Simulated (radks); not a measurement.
Problem. Species: Fe XVII. Configuration: [Ne]. Method: non-relativistic Kohn-Sham, PBEsol, spin-polarised, spherical densities, point nucleus; computed with a radial shooting solver on a logarithmic mesh with Libxc functionals. Some entries of the table are withheld. Estimate them.

orbital,occ.,eigenvalue (hartree),<r^2> (bohr^2)
1s,2,-274.6523,(1)
2s,2,(2),0.08287
2p,6,(3),0.06554
3s,0,(4),0.5037
3p,0,(5),(6)

Solution. 
(1) 1s <r^2> (bohr^2): 0.004689
(2) 2s eigenvalue (hartree): -48.50241
(3) 2p eigenvalue (hartree): -44.65836
(4) 3s eigenvalue (hartree): -18.35950
(5) 3p eigenvalue (hartree): -17.17974
(6) 3p <r^2> (bohr^2): 0.4885
